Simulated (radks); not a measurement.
Results of a calculation; reference values are marked as such.
The table gives one normalised radial function P(r) = r R(r) of C5+ in 1s0.5 2s0.5 (r in bohr). Level of theory: non-relativistic Kohn-Sham, LDA (Slater exchange, Perdew-Wang correlation), spin-polarised, spherical densities, point nucleus; open shells are filled with parallel spins first (a radial shooting solver on a logarithmic mesh with Libxc functionals).

| r | P |
|---|---|
| 0.009287 | 0.0471 |
| 0.01153 | 0.0577 |
| 0.01431 | 0.0704 |
| 0.01775 | 0.0855 |
| 0.02204 | 0.1033 |
| 0.02735 | 0.1240 |
| 0.03394 | 0.1475 |
| 0.04212 | 0.1737 |
| 0.05228 | 0.2015 |
| 0.06489 | 0.2297 |
| 0.08053 | 0.2554 |
| 0.09995 | 0.2749 |
| 0.124 | 0.2825 |
| 0.154 | 0.2711 |
| 0.1911 | 0.2327 |
| 0.2371 | 0.1598 |
| 0.2943 | 0.0484 |
| 0.3653 | -0.0968 |
| 0.4533 | -0.2579 |
| 0.5626 | -0.3987 |
| 0.6983 | -0.4667 |
| 0.8667 | -0.4055 |
| 1.076 | -0.1844 |
| 1.335 | 0.1628 |
| 1.657 | 0.5213 |
| 2.056 | 0.7384 |
| 2.552 | 0.7221 |
| 3.167 | 0.5171 |
| 3.931 | 0.2682 |
| 4.879 | 0.0965 |
| 6.055 | 0.0225 |
| 7.515 | 0.0031 |

Which n and l does it have? It may be an empty orbital.

Answer. n = 3, l = 0: the number of nodes gives n - l - 1 = 2, the rise at small r (about r^(l+1)) gives l, and the extent must fit the shell. The curve is that of 3s up; the table hardly tells the two spins apart. 3s up (empty): eigenvalue -44.302 eV, 2 radial nodes at r = 0.318, 1.21 bohr, <r> = 2.35 bohr, 90 % of the charge inside 3.39 bohr.
